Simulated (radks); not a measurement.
Q: Valence configurations of Eu (all share [Xe]). Method: scalar-relativistic Kohn-Sham, PBE, spin-unpolarised, spherical densities, finite nucleus; Fermi nuclear charge, rms radius 5.1115 fm; computed with a radial shooting solver on a logarithmic mesh with Libxc functionals. Order these by energy: 4f7 6p2; 4f7 6s1 6p1; 4f3.5 5d2 6s2 6p1.5; 4f6.5 6s2 6p0.5; 4f3.5 5d2.5 6s1.5 6p1.5; 4f4 5d2 6s2 6p1; 4f3 5d2 6s2 6p2; 4f6 6s2 6p1; 4f7 6s2; 4f5 5d2 6s2.

A: From the lowest, in eV above it: 4f7 6s2 0.000; 4f6.5 6s2 6p0.5 1.670; 4f7 6s1 6p1 2.497; 4f7 6p2 5.129; 4f6 6s2 6p1 5.317; 4f5 5d2 6s2 11.820; 4f4 5d2 6s2 6p1 30.148; 4f3.5 5d2.5 6s1.5 6p1.5 42.064; 4f3.5 5d2 6s2 6p1.5 43.171; 4f3 5d2 6s2 6p2 58.949. NIST lists [Xe] 4f7 6s2 as the ground configuration; this level of theory agrees among the configurations tried. The energies are those of spherical spin-averaged densities, not of single terms.
